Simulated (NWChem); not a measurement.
## Basis-set dependence for phosphoric acid (H3O4P)

```
P
O 1 1.4945
O 1 1.6280 2 116.78
H 3 0.9772 1 109.31 2 36.07
O 1 1.6280 2 116.78 3 -120.00
H 5 0.9772 1 109.31 2 36.05
O 1 1.6280 2 116.78 5 -120.00
H 7 0.9772 1 109.31 2 36.07
```
Charge 0, spin multiplicity 1.

Program: NWChem. The geometry was optimised at PBE/def2-SVP, a minimum by its harmonic frequencies. It is one conformer; others weren't searched.

Hartree-Fock energies in Ha, correlation energies in mHa.

The correlated methods keep 9 core orbitals frozen. The Pople sets run with spherical d functions.

```json
[
 {"basis": "def2-SVP", "functions": "89", "RHF": "-641.68295", "MP2": "-863.2", "SCS-MP2": "-832.8"},
 {"basis": "6-311G**", "functions": "116", "RHF": "-642.12498", "MP2": "-925.1", "SCS-MP2": "-893.3"}
]
```

From def2-SVP to 6-311G** the Hartree-Fock energy moves by -442.0 mHa and the MP2 correlation energy by -61.9 mHa, which is 7 % of its value in the larger set.
